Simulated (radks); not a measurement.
Isoelectronic series with 48 electrons, each ion in its NIST ground configuration. Method: scalar-relativistic Kohn-Sham, r2SCAN, spin-polarised, spherical densities, finite nucleus; open shells are filled with parallel spins first (spin-orbit coupling, left out, can overturn this in heavy ions); meta-GGA in the generalised Kohn-Sham scheme; Fermi nuclear charge, rms radius of each element as measured or else 0.836 A^(1/3) + 0.57 fm; computed with a radial shooting solver on a logarithmic mesh with Libxc functionals. Total energies (hartree) and orbital eigenvalues (eV) (* marks an orbital that is empty in some or all of the ions):

| ion | configuration | E (hartree) | 5s* | 4d | 4p | 4s |
|---|---|---|---|---|---|---|
| Cd | [Kr] 4d10 5s2 | -5595.30391 | -5.8495 | -12.1946 | -69.0571 | -108.9224 |
| In+ | [Kr] 4d10 5s2 | -5882.10776 | -15.1174 | -26.7125 | -87.9620 | -130.4582 |
| Sn2+ | [Kr] 4d10 5s2 | -6177.11887 | -26.2604 | -43.9965 | -109.7575 | -155.0188 |
| Sb3+ | [Kr] 4d10 5s2 | -6480.35311 | -39.0378 | -63.6925 | -134.0571 | -182.2137 |
| Te4+ | [Kr] 4d10 5s2 | -6791.83196 | -53.3247 | -85.6110 | -160.6546 | -211.8336 |
| I5+ | [Kr] 4d10 5s2 | -7111.59397 | -69.0460 | -109.6342 | -189.4243 | -243.7522 |
| Xe6+ | [Kr] 4d10 5s2 | -7439.66893 | -86.1520 | -135.6829 | -220.2838 | -277.8874 |
| Cs7+ | [Kr] 4d10 5s2 | -7776.1015 | -104.6089 | -163.7008 | -253.1759 | -314.1847 |
| Ba8+ | [Kr] 4d10 5s2 | -8120.9321 | -124.3923 | -193.6463 | -288.0600 | -352.6065 |
| La9+ | [Kr] 4d10 5s2 | -8474.2113 | -145.4849 | -225.4877 | -324.9061 | -393.1275 |
| Ce10+ | [Kr] 4d10 5s2 | -8835.9859 | -167.8743 | -259.2003 | -363.6922 | -435.7308 |
| Pr11+ | [Kr] 4d10 5s2 | -9206.3099 | -191.5514 | -294.7644 | -404.4015 | -480.4056 |
| Nd12+ | [Kr] 4d10 5s2 | -9585.2359 | -216.5102 | -332.1641 | -447.0216 | -527.1460 |
| Pm13+ | [Kr] 4d10 5s2 | -9972.8154 | -242.7467 | -371.3866 | -491.5433 | -575.9497 |
| Sm14+ | [Kr] 4d10 4f1 5s1 | -10369.2482 | -267.7053 | -404.5658 | -529.5173 | -617.9212 |
| Eu15+ | [Kr] 4d10 4f2 | -10774.8212 | -289.8084 | -438.1702 | -568.1686 | -660.7457 |
| Gd16+ | [Kr] 4d10 4f2 | -11189.3432 | -319.2804 | -481.8363 | -617.4178 | -714.7720 |
| Tb17+ | [Kr] 4d10 4f2 | -11612.8619 | -350.0464 | -527.3224 | -668.5858 | -770.9182 |
| Dy18+ | [Kr] 4d10 4f2 | -12045.3165 | -382.1037 | -574.6194 | -721.6666 | -829.1771 |
